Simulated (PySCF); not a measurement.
How methods differ on the excitation energy of Cu

Cu [Ar] 3d10 4s1 (2S) → Cu [Ar] 3d9 4s1 4p1 (high-spin determinant), as a difference of total energies. Computed with PySCF 2.14 in aug-cc-pVDZ-PP with ECP10MDF (5s5p4d2f, 54 functions), with scalar relativity through the core potential. Correlated levels: valence: 3s2 3p6 frozen. The calculations carry no spin-orbit coupling.

```tsv
method	excitation energy (eV)
UHF	2.048
LDA	5.980
PBE	5.367
PBE0	4.702
r2SCAN	4.648
BLYP	5.424
wB97M-V	4.748
revPBE	5.250
LC-wPBE	4.870
MP2 (valence)	5.525
SCS-MP2 (valence)	5.182
```

Problem. How much does correlation contribute at MP2 (valence)?

Solution. 5.525 − (2.048) = 3.477 eV, measured against UHF.

The determinant of the upper state mixes LS terms, which raises its energy above the lowest term, most at the Hartree-Fock and MP2 levels.
